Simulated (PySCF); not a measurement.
Bonds (- single, = double, # triple, : aromatic): C1=C2, C2-Si3, Si3-O4, Si3-C5, C5=C6, C5-O7, O7-Si8. C1 carries H9, H10; C2 carries H11; Si3 carries H12; O4 carries H13; C6 carries H14, H15; Si8 carries H16, H17, H18. Stereochemistry as in C=C[Si@@H](O)C(=C)O[SiH3]. H10, H15 are cis to Si3; H9, H14 are trans to Si3.

Averaged over atoms made equivalent by symmetry, fast rotation or ring inversion, one conformer, no relativistic terms, no solvent. Structure optimised with GFN2-xTB; PBE0/pcSseg-1 with gauge-including orbitals; PySCF 2.14.0 with density-fitted response routines.

δ = σ(ref) − σ, references computed at the same level: TMS for 13C and 1H and 29Si; H2O for 17O.

```tsv
atoms	nucleus	count	δ (ppm)
H11	1H	1	6.15
H16/H17/H18	1H	3	4.95
H14	1H	1	?
Si3	29Si	1	-32.3
C5	13C	1	170.0
Si8	29Si	1	?
H13	1H	1	2.10
C1	13C	1	?
C6	13C	1	105.0
H10	1H	1	?
O7	17O	1	?
H9	1H	1	6.50
O4	17O	1	5.7
H12	1H	1	5.26
C2	13C	1	143.9
H15	1H	1	4.73
```

Q: Estimate the values marked ?.

A: 
- C1: 141.6 ppm, terminal =CH2 carbon; an sp2 carbon of a C=C bond
- H10: 6.39 ppm, hydrogen on a terminal =CH2 carbon; attached to an sp2 carbon and in the plane of the double bond
- H14: 5.05 ppm, hydrogen on a β carbon of an enol-ether or enamine type C=C; lone-pair donation from O or N shields it, upfield of ordinary alkene protons
- Si8: -44.1 ppm, silicon bonded to O, 3 H
- O7: 99.3 ppm, oxygen bonded to C, Si

Exchangeable OH/NH protons stand at their gas-phase positions; hydrogen bonding in a real sample shifts them, mostly to higher δ. Shifts are as computed. Against solution values, carbons near 30 ppm lie about +3 ppm off and those near 130 ppm about +5 ppm. Of 1211 compounds with measured shifts, 218 miss one by over three times the rms of a fit or turn the order of signals round; such compounds aren't used in these exercises. Experimental scales use liquid or dissolved standards, which lie at an offset from isolated H2O (liquid H2O: subtract about 36 ppm).
